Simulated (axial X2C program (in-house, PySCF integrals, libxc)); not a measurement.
BeSi⁺: properties at the nuclei

Calculated with an in-house all-electron X2C program for linear molecules (integrals from PySCF): two-component X2C with atomic mean-field Coulomb and Gaunt terms, Gaussian nuclei, basis Si dyall-v3z, Be dyall-cv3z with contracted cores.

R = 2.289 Å (near the PBE0 minimum at charge 1 of the determinant lowest at the starting distance; the state shown can have its own minimum elsewhere).

Determinant lowest in the PBE0 search, Ω = 1/2 (⟨Sz⟩ = -0.50, ⟨Lz⟩ = 1.00 at PBE0), spin on the atoms Si -0.45, Be -0.05:

```tsv
level	Eeff magnitude (GV/cm)	Ws magnitude Si (kHz)	A∥/gI Si (MHz)	qzz Si (a.u.)	A∥/gI Be (MHz)	qzz Be (a.u.)
PBE0	0.00196	0.00135	550	-0.81	62.7	-0.02
HF	0.0235	0.018	517	-0.64	13.2	-0.03
PBE50	0.00664	0.00494	551	-0.74	84.3	-0.02
TPSSh	0.0157	0.0123	492	-0.87	-3.8	-0.01
BP86	0.00277	0.00231	539	-0.89	41.2	-0.01
```

Determinant 0.02 eV from it at PBE0 and this distance, Ω = 3/2 (⟨Sz⟩ = 0.50, ⟨Lz⟩ = 1.00 at PBE0), spin on the atoms Si 0.45, Be 0.05:

```json
{"level": "PBE0", "Eeff magnitude (GV/cm)": "0.000215", "Ws magnitude Si (kHz)": "0.000132", "Ws magnitude Be (kHz)": "4.41e-05", "A∥/gI Si (MHz)": "95.1", "qzz Si (a.u.)": "-0.82", "A∥/gI Be (MHz)": "-12.4", "qzz Be (a.u.)": "-0.02"}
{"level": "HF", "Eeff magnitude (GV/cm)": "0.0167", "Ws magnitude Si (kHz)": "0.00426", "Ws magnitude Be (kHz)": "3.17e-05", "A∥/gI Si (MHz)": "114", "qzz Si (a.u.)": "-0.65", "A∥/gI Be (MHz)": "0.425", "qzz Be (a.u.)": "-0.03"}
{"level": "PBE50", "Eeff magnitude (GV/cm)": "0.00329", "Ws magnitude Si (kHz)": "0.000761", "Ws magnitude Be (kHz)": "6.18e-05", "A∥/gI Si (MHz)": "98.1", "qzz Si (a.u.)": "-0.76", "A∥/gI Be (MHz)": "-20", "qzz Be (a.u.)": "-0.02"}
{"level": "TPSSh", "Eeff magnitude (GV/cm)": "0.0179", "Ws magnitude Si (kHz)": "0.00468", "Ws magnitude Be (kHz)": "1.4e-05", "A∥/gI Si (MHz)": "110", "qzz Si (a.u.)": "-0.88", "A∥/gI Be (MHz)": "10.7", "qzz Be (a.u.)": "-0.01"}
{"level": "BP86", "Eeff magnitude (GV/cm)": "0.00455", "Ws magnitude Si (kHz)": "0.00125", "Ws magnitude Be (kHz)": "2.12e-05", "A∥/gI Si (MHz)": "97.8", "qzz Si (a.u.)": "-0.90", "A∥/gI Be (MHz)": "-3.95", "qzz Be (a.u.)": "-0.01"}
```

Eeff is the effective electric field on the electron electric dipole moment in this Ω state and Ws the scalar–pseudoscalar constant of the nucleus named (defined with the proton number Z and per Ω); A∥ (defined per Ω) follows by multiplying with gI = μI/(I μN); qzz is the electric field gradient, eQq0 = 234.96 MHz × Q/barn × qzz. The operators were transformed with the bare-nucleus X2C matrices; with these basis sets, hyperfine constants and field gradients can be off by tens of per cent, and where levels differ in sign neither size nor sign is settled.

With gI(29Si) = -1.1106 (g factors from the IAEA table of nuclear moments by Stone), turn the PBE0 values of the first state into constants in MHz.

A∥(29Si) = 550 × -1.1106 = -611 MHz.

Each state is one determinant with collinear spin. Unrestricted Hartree–Fock can overshoot spin polarisation at the nuclei. In the state Ω = 1/2 the sign of Eeff differs between levels (HF, TPSSh, BP86 against PBE0). In the state Ω = 3/2 the sign of Eeff differs between levels (PBE50 against PBE0). Where Eeff spreads by more than a factor of two the levels disagree and none is to be relied on. The search compared states at one distance, so a state with another bond length can lie lower. The sign of Ws at Si differs between levels in the first state. The sign of Ws at Be differs between levels in the first state. The sign of Ws at Si differs between levels in the second state. The sign of Ws at Be differs between levels in the second state. Further determinants of the search, some of them spin-mixed, are not shown. Where a field gradient or hyperfine factor spreads by more than a factor of two over the levels, a constant derived from it is not to be relied on. PBE0 term energies can be off by some tenths of an eV.
